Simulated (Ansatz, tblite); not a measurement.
Removing and adding an electron: Ge₂₃H₃₂, a nanocrystal cut from cubic germanium. The state is a singlet with charge 0. Geometry: PBE-D4/def2-SVP. Ansatz, gas phase; energy differences of separate SCF runs; the oxidised species was run as a doublet alone; the reduced species was run as a doublet alone.

```xyz
55

Ge    4.252   -0.151   -2.402
Ge    0.117   -4.824    0.131
Ge   -0.893   -2.043    3.508
Ge    3.386    2.578    0.495
Ge    0.844    1.534    3.383
Ge    1.698   -1.087    0.518
Ge    0.279   -0.580   -3.177
Ge   -2.221   -1.459   -0.247
Ge   -0.538    2.168   -0.317
Ge   -3.046    1.141    2.736
Ge   -4.424    1.766   -1.492
Ge    2.078   -3.401   -0.199
Ge    3.708    0.209   -0.040
Ge    2.395    0.419   -3.890
Ge    1.161   -0.853    2.899
Ge   -1.898   -3.821   -0.831
Ge   -2.745   -1.214    2.133
Ge    2.889    2.784    2.884
Ge    1.484    3.492   -0.743
Ge   -1.047    2.391    2.072
Ge   -0.178   -0.209   -0.798
Ge   -4.053   -0.646   -1.663
Ge   -2.332    3.002   -1.764
H     5.500    0.698   -2.790
H     4.621   -1.650   -2.607
H     0.365   -6.212   -0.532
H    -0.089   -5.059    1.653
H    -1.211   -1.755    5.007
H    -0.720   -3.580    3.343
H     4.684    3.374    0.148
H     0.490    1.682    4.899
H     0.332   -2.118   -3.419
H    -0.895   -0.013   -4.029
H    -3.206    1.245    4.285
H    -4.328    1.735    2.082
H    -5.045    2.103   -0.110
H    -5.436    2.215   -2.587
H     3.317   -3.994    0.537
H     2.417   -3.357   -1.719
H     4.893   -0.326    0.827
H     2.734   -0.063   -5.333
H     2.227    1.964   -3.939
H     2.358   -1.392    3.747
H    -3.152   -4.633   -0.386
H    -1.808   -3.917   -2.383
H    -4.046   -2.016    2.455
H     4.072    2.227    3.730
H     2.691    4.282    3.263
H     1.217    4.955   -0.272
H     1.783    3.535   -2.270
H    -1.235    3.908    2.400
H    -3.685   -0.985   -3.139
H    -5.362   -1.417   -1.318
H    -1.843    2.845   -3.236
H    -2.555    4.521   -1.504
```

The xTB rows come from tblite. Single mean-field runs in def2-SVP are fitted with def2-universal-jkfit. HOMO above LUMO, or a gap near zero within one spin, warns that the state may not be the lowest or that an electron is smeared out.

| level | −HOMO (eV) | vertical IE (eV) | −LUMO (eV) | vertical EA (eV) | HOMO–LUMO gap (eV) | IE − EA (eV) | remarks |
| --- | --- | --- | --- | --- | --- | --- | --- |
| GFN1-xTB | 11.72 | 12.86 | 8.84 | 7.55 | 2.87 | 5.31 | – |
| GFN2-xTB | 9.88 | 11.20 | 6.27 | 4.94 | 3.61 | 6.26 | – |
| PBE-D4/def2-SVP | 5.90 | 7.34 | 1.92 | 0.67 | 3.98 | 6.66 | HOMO above zero (-1 doublet), gap within one spin near zero (+1 doublet), gap within one spin near zero (-1 doublet) |
| r2SCANh-D4/def2-SVP | 6.47 | 7.67 | 1.57 | 0.47 | 4.90 | 7.20 | HOMO above zero (-1 doublet) |
| PBE0-D4/def2-SVP | 6.81 | 7.80 | 1.26 | 0.44 | 5.55 | 7.36 | HOMO above zero (-1 doublet) |

   A HOMO above zero means that the electron is unbound at that level or that self-interaction error raises the level; the energy of removing that electron tells which. Raw xTB energy differences between charge states are shifted by several eV; the methods need an empirical correction for them. Sets without diffuse functions give affinities that are too small.
